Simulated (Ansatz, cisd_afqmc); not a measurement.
System: Zr, charge 0, triplet.

Total energies in def2-SVP, 4 correlated electrons, 4 frozen orbitals. UHF or UKS for unpaired electrons; spin-orbit terms are left out. Correlated methods leave the cores frozen (noble-gas shells, and filled d and f shells in the p block). Past Kr the def2 sets carry scalar-relativistic core potentials. The Monte Carlo rows (phaseless AFQMC, CISD trial, step 0.005/hartree) carry one-sigma bars that omit the constraint's bias. Outlying blocks are dropped, and bars are widened where a walk drifts. Over all cases where full CI ran beside it in this data, AFQMC minus full CI had a median of +0.1 mEh and passed +0.4 mEh in a tenth of the cases.

```csv
method,program,energy (Eh),minus CCSDTQ (mEh)
HF,Ansatz,-46.43170,49.84
MP2,Ansatz,-46.46623,15.31
CCSD,Ansatz,-46.47880,2.74
CCSD(T),Ansatz,-46.48045,1.09
CCSDT(Q),Ansatz,-46.48151,0.03
CCSDTQ,Ansatz,-46.48154,0.00
AFQMC/CISD,cisd_afqmc,-46.4807 ± 0.0001,0.9 ± 0.1
```

Ansatz is a program for electronic structure.
